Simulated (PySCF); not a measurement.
**Energy of I⁺ (iodine, charge +1) between two integer charges**

The 5p beta orbital of [Kr] 4d10 5s2 5p4 is emptied in steps (occupation f), with all orbitals relaxed, ending at [Kr] 4d10 5s2 5p3. Computed with PySCF 2.14 in aug-cc-pVDZ-PP with ECP28MDF (5s4p3d, 32 functions), with a scalar-relativistic core potential. The exact energy is a straight line in f; departures are measured from the line between the end points of the same method.

```json
{"f": "1", "UHF (eV)": "0.000", "LDA (eV)": "0.000", "PBE (eV)": "0.000", "PBE0 (eV)": "0.000", "r2SCAN (eV)": "0.000", "LC-wPBE (eV)": "0.000", "BHandHLYP (eV)": "0.000", "wB97X (eV)": "0.000", "r2SCAN0 (eV)": "0.000", "TPSS (eV)": "0.000"}
{"f": "0.75", "UHF (eV)": "0.114", "LDA (eV)": "-0.820", "PBE (eV)": "-0.791", "PBE0 (eV)": "-0.567", "r2SCAN (eV)": "-0.732", "LC-wPBE (eV)": "-0.061", "BHandHLYP (eV)": "-0.374", "wB97X (eV)": "-0.175", "r2SCAN0 (eV)": "-0.528", "TPSS (eV)": "-0.769"}
{"f": "0.5", "UHF (eV)": "0.148", "LDA (eV)": "-1.096", "PBE (eV)": "-1.054", "PBE0 (eV)": "-0.753", "r2SCAN (eV)": "-0.959", "LC-wPBE (eV)": "-0.077", "BHandHLYP (eV)": "-0.503", "wB97X (eV)": "-0.251", "r2SCAN0 (eV)": "-0.691", "TPSS (eV)": "-1.022"}
{"f": "0.25", "UHF (eV)": "0.108", "LDA (eV)": "-0.822", "PBE (eV)": "-0.789", "PBE0 (eV)": "-0.563", "r2SCAN (eV)": "-0.698", "LC-wPBE (eV)": "-0.054", "BHandHLYP (eV)": "-0.382", "wB97X (eV)": "-0.205", "r2SCAN0 (eV)": "-0.500", "TPSS (eV)": "-0.762"}
{"f": "0", "UHF (eV)": "0.000", "LDA (eV)": "0.000", "PBE (eV)": "0.000", "PBE0 (eV)": "0.000", "r2SCAN (eV)": "0.000", "LC-wPBE (eV)": "0.000", "BHandHLYP (eV)": "0.000", "wB97X (eV)": "0.000", "r2SCAN0 (eV)": "0.000", "TPSS (eV)": "0.000"}
```

Task: For PBE, how does the orbital energy at f = 1 compare with the removal energy?

Result: −ε = 14.443 eV against a total-energy difference of 18.660 eV. By Janak's theorem ε = ∂E/∂f, so the gap between them reflects the curvature. Along the path −ε is 16.551 (f = 0.75), 18.666 (f = 0.5), 20.770 (f = 0.25) eV.

```json
{"method": "UHF", "E(f=0) − E(f=1) (eV)": "17.602", "−ε at f=1 (eV)": "18.227", "−ε at f=0.5 (eV)": "17.587"}
{"method": "LDA", "E(f=0) − E(f=1) (eV)": "18.977", "−ε at f=1 (eV)": "14.614", "−ε at f=0.5 (eV)": "18.972"}
{"method": "PBE", "E(f=0) − E(f=1) (eV)": "18.660", "−ε at f=1 (eV)": "14.443", "−ε at f=0.5 (eV)": "18.666"}
{"method": "PBE0", "E(f=0) − E(f=1) (eV)": "18.674", "−ε at f=1 (eV)": "15.645", "−ε at f=0.5 (eV)": "18.685"}
{"method": "r2SCAN", "E(f=0) − E(f=1) (eV)": "18.686", "−ε at f=1 (eV)": "14.741", "−ε at f=0.5 (eV)": "18.771"}
{"method": "LC-wPBE", "E(f=0) − E(f=1) (eV)": "18.781", "−ε at f=1 (eV)": "18.446", "−ε at f=0.5 (eV)": "18.798"}
{"method": "BHandHLYP", "E(f=0) − E(f=1) (eV)": "18.705", "−ε at f=1 (eV)": "16.726", "−ε at f=0.5 (eV)": "18.684"}
{"method": "wB97X", "E(f=0) − E(f=1) (eV)": "18.893", "−ε at f=1 (eV)": "18.010", "−ε at f=0.5 (eV)": "18.814"}
{"method": "r2SCAN0", "E(f=0) − E(f=1) (eV)": "18.699", "−ε at f=1 (eV)": "15.846", "−ε at f=0.5 (eV)": "18.769"}
{"method": "TPSS", "E(f=0) − E(f=1) (eV)": "18.653", "−ε at f=1 (eV)": "14.543", "−ε at f=0.5 (eV)": "18.673"}
```

Reference removal energy between the ground levels: 19.131 eV (measured; NIST Atomic Spectra Database, ionization energies). The calculation has no spin-orbit coupling. UHF lacks correlation.
